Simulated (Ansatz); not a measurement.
Hf3O11H10, a hydroxylated oxide cluster. Charge 0, multiplicity 1. Geometry r2SCAN-D4/def2-SVP.

```csv
atom,x (Å),y (Å),z (Å)
Hf1,-1.7243,0.2004,0.6227
Hf2,0.4349,-1.4944,-1.0680
Hf3,1.4207,0.8522,0.9003
O4,1.9959,2.6202,0.2794
O5,-3.0336,-0.3612,1.9374
O6,2.5933,0.4817,2.4010
O7,-0.4602,1.5782,1.7112
O8,2.2922,-0.4909,-0.5650
O9,-1.7213,-1.4205,-0.8096
O10,-2.7100,1.5399,-0.4761
O11,0.9802,-3.3336,-0.7774
O12,0.0898,-0.7999,0.9076
O13,0.3580,-1.3268,-3.0182
O14,-0.0143,0.7547,-0.8942
H15,2.0237,3.3905,-0.2895
H16,-3.5714,-0.7316,2.6364
H17,3.1520,0.3353,3.1631
H18,-0.6354,2.5254,1.7849
H19,3.1235,-0.9606,-0.4212
H20,-2.3125,-1.4658,-1.5724
H21,-3.6123,1.8707,-0.4264
H22,1.1945,-4.2339,-0.5357
H23,0.2715,-0.9260,-3.8840
H24,-0.1349,1.3962,-1.6062
```

In the def2 sets Hf takes a core potential; there is no spin–orbit coupling. Single mean-field runs in def2-TZVP are fitted with def2-universal-jkfit.

Q: Estimate the orbital energies around the gap (eV) in Ansatz with LDA (SPW92)/def2-TZVP, PBE-D4/def2-SVP, PBE-D4/def2-TZVP, r2SCAN-D4/def2-TZVP, PBE0-D4/def2-TZVP.

A: 
```csv
orbital,LDA (SPW92)/def2-TZVP,PBE-D4/def2-SVP,PBE-D4/def2-TZVP,r2SCAN-D4/def2-TZVP,PBE0-D4/def2-TZVP
HOMO−5,-6.98,-6.60,-6.76,-7.15,-8.44
HOMO−4,-6.92,-6.56,-6.70,-7.10,-8.38
HOMO−3,-6.82,-6.46,-6.62,-7.00,-8.28
HOMO−2,-6.67,-6.31,-6.47,-6.86,-8.15
HOMO−1,-6.65,-6.27,-6.43,-6.82,-8.12
HOMO,-6.56,-6.21,-6.36,-6.74,-8.01
LUMO,-0.99,-0.64,-0.79,-0.25,-0.03
LUMO+1,-0.58,-0.21,-0.33,-0.06,0.51
LUMO+2,-0.53,-0.15,-0.27,-0.01,0.61
LUMO+3,-0.28,-0.15,-0.16,0.25,0.62
LUMO+4,-0.25,-0.04,-0.08,0.33,0.71
LUMO+5,-0.19,0.16,0.06,0.42,1.01
```
